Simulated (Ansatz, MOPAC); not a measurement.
Torsion H3–O1–In2–H4 in H3InO (SMILES [OH][InH2]); at each angle all else is relaxed with GFN2-xTB, and the levels are single points there.
Geometry at 0° (charge 0, multiplicity 1):
```xyz
5

O      1.29313    -0.40764    -0.25330
In    -0.60437    -0.13541    -0.07650
H      1.95563     0.08157     0.23185
H     -1.24101     1.03178     0.98985
H     -1.49740    -1.15939    -1.07218
```

On the grid 0° to 330°, 90° is the highest and 0° the lowest point at CCSD(T)/CBS(def2-TZVPP, def2-QZVPP).

Frozen-core correlation. Filled d and f shells under p-block atoms count as core. CBS(a, b) extrapolates the correlation energy as X⁻³ and adds the Hartree–Fock energy of set b. The state that AM1 reach isn't checked.

The values were computed with Ansatz (a program for electronic structure); MOPAC for AM1 (differences of heats of formation). Each number belongs to the level named beside it. In def2 rows elements past Kr take small-core potentials, without spin–orbit coupling.

**Question.** What energy at 90° less that at 0° does BLYP/def2-TZVPP give?

**Answer.** 18 kJ/mol

**Question.** What energy at 90° less that at 0° does AM1 give?

**Answer.** 25 kJ/mol

**Question.** Give the energy at 90° less that at 0° at the level CCSD(T)/CBS(def2-TZVPP, def2-QZVPP).

**Answer.** 14 kJ/mol
